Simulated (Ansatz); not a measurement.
A search over several starts for the lowest SCF solution of Ti3F2 at the given spin, in a small basis.

```yaml
crystal:
  periodic: [false, false, false]
  atoms:
    - {symbol: Ti, position_ang: [-1.273530, -0.084844, 0.892925]}
    - {symbol: Ti, position_ang: [1.127726, 0.540094, -0.566602]}
    - {symbol: Ti, position_ang: [1.494292, -0.874989, 1.491026]}
    - {symbol: F, position_ang: [-2.793326, -0.867283, 0.352127]}
    - {symbol: F, position_ang: [1.444828, 1.287011, -2.169474]}
basis:
  gaussian: {orbitals: def2-SVP, initial_orbitals: start.molden}
magnetization: {spin_polarized: true, initial_magnetization: 2}
hamiltonian: {xc: pbe0, dispersion: d4}
output: {orbitals: {seedname: orbitals}}
```

The file start.molden holds the orbitals of an earlier run on this structure, at another level or in another basis.

```sh
$ ansatz run in.yaml --threads 4 --pin off --events-out ev --progress --plain --max-ram 4787MiB
```

It prints (some lines left out):

```
Functional definition: PBE0
1302 factors; integrals over basis functions are off by at most 9.1e-4 eV
mean field evaluation 1: about -74742.3237 eV, gradient 3.5e-1 eV
mean field evaluation 2: about -74742.4354 eV, gradient 4.6e-4 eV
mean field evaluation 4: about -74742.4354 eV, gradient 2.1e-5 eV
mean field evaluation 8: about -74742.4354 eV, gradient 4.5e-6 eV
mean field evaluation 16: about -74740.2195 eV, gradient 1.9e0 eV
mean field evaluation 32: about -74742.1539 eV, gradient 6.3e-1 eV
mean field evaluation 64: about -74684.8071 eV, gradient 9.9e1 eV
mean field evaluation 96: about -74700.6790 eV, gradient 9.2e1 eV
mean field evaluation 128: about -74702.0020 eV, gradient 8.1e1 eV
mean field evaluation 160: about -74669.4440 eV, gradient 9.7e1 eV
mean field evaluation 192: about -74696.1158 eV, gradient 9.3e1 eV
mean field evaluation 224: about -74700.6919 eV, gradient 8.7e1 eV
mean field evaluation 256: about -74699.2703 eV, gradient 8.7e1 eV
mean field evaluation 288: about -74702.3427 eV, gradient 7.9e1 eV
mean field evaluation 320: about -74704.7479 eV, gradient 8.0e1 eV
mean field evaluation 352: about -74700.5849 eV, gradient 7.8e1 eV
mean field evaluation 384: about -74703.1236 eV, gradient 7.7e1 eV
mean field evaluation 416: about -74742.0247 eV, gradient 8.1e-1 eV
mean field evaluation 448: about -74742.2480 eV, gradient 5.3e-1 eV
mean field evaluation 480: about -74742.1141 eV, gradient 1.8e-1 eV
mean field evaluation 512: about -74742.0835 eV, gradient 5.6e-1 eV
mean field evaluation 544: about -74742.1361 eV, gradient 4.9e-1 eV
mean field evaluation 576: about -74742.3626 eV, gradient 7.0e-2 eV
mean field evaluation 608: about -74742.1829 eV, gradient 8.1e-1 eV
mean field evaluation 640: about -74742.4010 eV, gradient 1.5e0 eV
mean field evaluation 672: about -74741.9339 eV, gradient 9.3e-1 eV
mean field evaluation 704: about -74742.2072 eV, gradient 3.0e-2 eV
mean field evaluation 736: about -74742.1703 eV, gradient 1.1e-1 eV
mean field evaluation 768: about -74742.1651 eV, gradient 1.3e-1 eV
mean field -74742.43537174 eV, -2746.7338376693 hartree, gradient 4.5e-6 eV, S^2 4.828190; 17 other end points of the search recorded, 0 dependent functions left out
reference -74742.43542653 eV, -2746.7338396826 hartree; 43, 41 occupied and 78, 80 virtual orbitals, 1302 factors
Total energy: -74742.55139856 eV, -2746.7381015763 hartree
```

Hardware: 4 threads of Arm Neoverse V1 on a shared host. Wall time 5.9 min, peak host memory 0.77 GiB.

The charge 0 triplet is spin-contaminated (final ⟨S²⟩ up to 4.83, 2.00 for a pure state). The structure comes from a short search, and lower isomers may exist.
